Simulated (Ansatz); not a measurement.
The cluster Li5Br4, relaxed as a doublet with UKS PBE-D4/def2-SVP in Ansatz, starting from the GFN1-xTB geometry. Force threshold 0.02 eV/Å.

Another isomer (doublet) lies 0.07 eV lower at PBE0-D4/def2-TZVP; other spin states weren't run for this one.

Start:

| atom | x (Å) | y (Å) | z (Å) |
| --- | --- | --- | --- |
| Li1 | 0.2898 | 2.1205 | -0.2344 |
| Li2 | 2.0735 | 0.2598 | 0.3095 |
| Li3 | 0.0549 | -1.3494 | 1.5289 |
| Li4 | -0.8747 | -1.1910 | -0.9848 |
| Li5 | -1.7313 | 0.5012 | 0.9011 |
| Br6 | -2.2871 | -1.9015 | 0.9662 |
| Br7 | -1.5754 | 1.1589 | -1.4997 |
| Br8 | 2.6125 | 2.3864 | -0.5526 |
| Br9 | 1.4378 | -1.9849 | -0.4343 |

```
         step   energy (eV)  largest force component (eV/Å)  SCF passes
            1  -281141.7264                           0.403          15
            2  -281141.9562                           0.101          18
 3 (rejected)  -281141.9558                           0.185          17
            4  -281141.9735                           0.060          17
            5  -281142.0004                           0.049          17
            6  -281142.0007                           0.191          18
            7  -281142.0030                           0.045          17
            8  -281142.0038                           0.038          13
 9 (rejected)  -281142.0032                           0.099          19
           10  -281142.0043                           0.020          13
           11  -281142.0044                           0.015          19
           13  -281142.0045                           0.003          12
           15  -281142.0046                           0.004          12
           17  -281142.0052                           0.031          16
           19  -281142.0072                           0.046          17
           21  -281142.0117                           0.290          17
23 (rejected)  -281142.0092                           0.206          17
           25  -281142.0220                           0.113          18
27 (rejected)  -281142.0261                           0.064          17
           29  -281142.0342                           0.024          17
           31  -281142.0402                           0.059          17
           33  -281142.0411                           0.049          17
           34  -281142.0415                           0.016          13
```

Force components are those of the run's own axes.

End:

```xyz
9

Li    0.264    2.064    0.078
Li    2.740    0.073   -0.405
Li   -0.045   -1.124    1.725
Li   -0.843   -1.222   -1.064
Li   -2.364    0.514    0.807
Br   -2.246   -1.925    0.889
Br   -1.511    1.146   -1.431
Br    2.579    2.383   -0.417
Br    1.426   -1.910   -0.182
```

By distances, no bond broke or formed, bridged metal pairs apart. The bond that changes most is Li2–Br9, from 2.45 to 2.39 Å (atoms count from 1). Metal–metal contacts that move far: Li2–Li3 2.86 to 3.71 Å, Li1–Li2 2.63 to 3.21 Å.

The force fell under the threshold at step 11, but the optimiser went on and released 0.037 eV more. No frequencies were taken in this run, so the end may be a saddle point.

It took 3.6 min on 4 threads of Arm Neoverse N1 on a shared host.
